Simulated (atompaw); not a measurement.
**What one change does to a pseudopotential (Dy (Z = 66), PAW (atompaw))**

```
Element                 : Dy (Z = 66)
Generator               : atompaw 4.2.0.5
Type                    : PAW
Functional              : PBE
Relativity              : scalar-relativistic
Frozen core             : [Kr]
Valence charge          : 30
Reference configuration : 4d10 4f10 5s2 5p6 5d0 6s2 6p0
Partial waves           : 5s (bound); 6s (bound); 5p (bound); 6p (bound, empty); 4d (bound); 5d (bound, empty); 4f (bound); 4f channel at 0.95 Ry
Local potential         : bessel scheme, radius 2.15 bohr
Core correction         : smooth core density matched at 1.40 bohr
Augmentation charge     : sinc compensation charge, radius 2.25 bohr; PAW radius 2.45 bohr; waves and projectors: bloechl
```

Change: wave 4f channel at 0.95 Ry becomes 4f channel at -0.18 Ry.

Cutoffs: the cutoffs (Ry, on a coarse ladder) from which the occupation-weighted sum of valence levels, in a spherical-Bessel basis at the reference potential, stays within 10 and 1 mRy of its value at 400 Ry; they do not see the model core or the augmentation charge, which bear on the density cutoff.

Q: What does the change do?

A: The potential gets neither clearly harder nor softer (50 Ry and 70 Ry → 50 Ry and 70 Ry); the d channel sets the loose cutoff, while the largest relative change is in f, which becomes softer; the range in which the f phases agree narrows (upper end 2.3 → 1.3); neither file shows a bound ghost.

```tsv
quantity	base	changed
cutoff, loose	50 Ry	50 Ry
cutoff, tight	70 Ry	70 Ry
loose cutoff by channel (10 mRy a level)	s 15 Ry, p 15 Ry, d 40 Ry, f 30 Ry	s 15 Ry, p 15 Ry, d 40 Ry, f 25 Ry
bound ghosts	none	none
s: phases at 2.47 bohr within 0.05 rad from the reference energy up to (Ry; the scan ends near 5)	to the end of the scan	to the end of the scan
p: phases at 2.47 bohr within 0.05 rad from the reference energy up to (Ry; the scan ends near 5)	to the end of the scan	to the end of the scan
d: phases at 2.47 bohr within 0.05 rad from the reference energy up to (Ry; the scan ends near 5)	2.3	2.3
f: phases at 2.47 bohr within 0.05 rad from the reference energy up to (Ry; the scan ends near 5)	2.3	1.3
lowest overlap eigenvalue by channel	s 0.39, p 0.58, d 1.00, f 0.98	s 0.39, p 0.58, d 1.00, f 0.01
```

 The cutoffs see the waves, projectors and local potential, not the compensation charge or the core.
